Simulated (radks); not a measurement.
Fractional charge and spin in the 6s shell of lanthanum: the spin-up occupation runs from 0 to 1 and the spin-down occupation from 0 to 1; the fullest corner is La, [Xe] 5d(up 0.5, down 0.5) 6s(up 1, down 1). Method: scalar-relativistic Kohn-Sham, BLYP, spin-polarised, spherical densities, point nucleus; computed with a radial shooting solver on a logarithmic mesh with Libxc functionals. Energy (eV) minus the two flat planes that join the four corners (they meet along the diagonal where the two added fractions sum to one electron); zero is where a piecewise linear energy would lie.

| down \ up | 0 | 0.25 | 0.5 | 0.75 | 1 |
|---|---|---|---|---|---|
| 0 | 0.000 | -0.483 | -0.641 | -0.478 | 0.000 |
| 0.25 | -0.483 | -0.613 | -0.422 | 0.083 | -0.433 |
| 0.5 | -0.641 | -0.422 | 0.111 | -0.380 | -0.572 |
| 0.75 | -0.478 | 0.083 | -0.380 | -0.546 | -0.424 |
| 1 | 0.000 | -0.433 | -0.572 | -0.424 | 0.000 |

Corners above the fullest one (they belong to La+ and the next ion): (up 1, down 0) 5.759 eV, (up 0, down 1) 5.759 eV, (up 0, down 0) 16.831 eV. With half an added electron in each spin the energy lies 0.111 eV from the planes, and with half an added electron in spin up alone -0.641 eV. The planes are only a guide here: the flat-plane condition holds for ground states with one frontier orbital, while this shell lies below other occupied shells, so the corners above the fullest one are inner-hole states and not the ground states of those ions.
